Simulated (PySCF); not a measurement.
A calculated (UHF, PySCF 2.14, x2c-SVPall, scalar relativity by spin-free X2C-1e) atom or ion has these occupied shells.

```json
{"shell": "1s α", "electrons": "1", "orbital energy (eV)": "-4539.1", "rms radius, mean of both spins (bohr)": "0.0845"}
{"shell": "1s β", "electrons": "1", "orbital energy (eV)": "-4539.1", "rms radius, mean of both spins (bohr)": "0.0845"}
{"shell": "2s α", "electrons": "1", "orbital energy (eV)": "-524.27", "rms radius, mean of both spins (bohr)": "0.370"}
{"shell": "2s β", "electrons": "1", "orbital energy (eV)": "-523.93", "rms radius, mean of both spins (bohr)": "0.370"}
{"shell": "2p α", "electrons": "3", "orbital energy (eV)": "-427.07", "rms radius, mean of both spins (bohr)": "0.340"}
{"shell": "2p β", "electrons": "3", "orbital energy (eV)": "-426.72", "rms radius, mean of both spins (bohr)": "0.340"}
{"shell": "3s α", "electrons": "1", "orbital energy (eV)": "-71.266", "rms radius, mean of both spins (bohr)": "1.15"}
{"shell": "3s β", "electrons": "1", "orbital energy (eV)": "-69.800", "rms radius, mean of both spins (bohr)": "1.15"}
{"shell": "3p α", "electrons": "3", "orbital energy (eV)": "-43.817", "rms radius, mean of both spins (bohr)": "1.27"}
{"shell": "3p β", "electrons": "3", "orbital energy (eV)": "-41.975", "rms radius, mean of both spins (bohr)": "1.27"}
{"shell": "3d α", "electrons": "1", "orbital energy (eV)": "-9.275", "rms radius, mean of both spins (bohr)": "1.93"}
{"shell": "4s α", "electrons": "1", "orbital energy (eV)": "-5.917", "rms radius, mean of both spins (bohr)": "4.23"}
{"shell": "4s β", "electrons": "1", "orbital energy (eV)": "-5.593", "rms radius, mean of both spins (bohr)": "4.23"}
```

Name the element and its charge.

Sc (scandium, neutral), in [Ar] 3d1 4s2, 2D determinant.
